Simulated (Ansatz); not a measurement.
Frontier orbitals of CH₄F₃NSn (`C[NH][Sn]([F])([F])[F]`).

Z-matrix (Å, degrees):
```
C
N 1 1.460
H 1 1.091 2 109.7
H 1 1.093 2 108.7 3 116.8
H 1 1.095 2 114.4 3 -121.9
Sn 2 1.978 1 119.5 3 48.0
H 2 1.011 1 112.6 3 -176.9
F 6 1.891 2 111.0 1 -176.2
F 6 1.891 2 109.7 1 -56.6
F 6 1.899 2 118.2 1 62.5
```

Charge 0, multiplicity 1. Correlated methods include outer-core shells of Sn, which these sets cover unevenly. Sn takes the def2 core potential. The structure was optimised at the PBE0-D4/def2-TZVP level. It is one conformer, not always the lowest. Basis def2-TZVPP, Ansatz.

Orbital energies of one run (eV). Highest occupied ones, from the top: -10.90, -13.38, -14.33, -14.37, -14.44, -14.61, -14.65, -14.84, -15.47, -15.69, -15.95, -16.19, -17.26, -18.85. Empty: 0.09, 2.31, 2.47, 2.91, 4.02, 4.25.

Problem. Which functional gave them?
A. r2SCAN
B. LC-ωPBE
C. PBE0
D. HSE06 (plane-wave form)

Solution. B. HOMO energies: LC-ωPBE -10.90, r2SCAN -6.95, HSE06 -7.69, PBE0 -8.10 eV.

LC-ωPBE has ω = 0.4 bohr⁻¹.
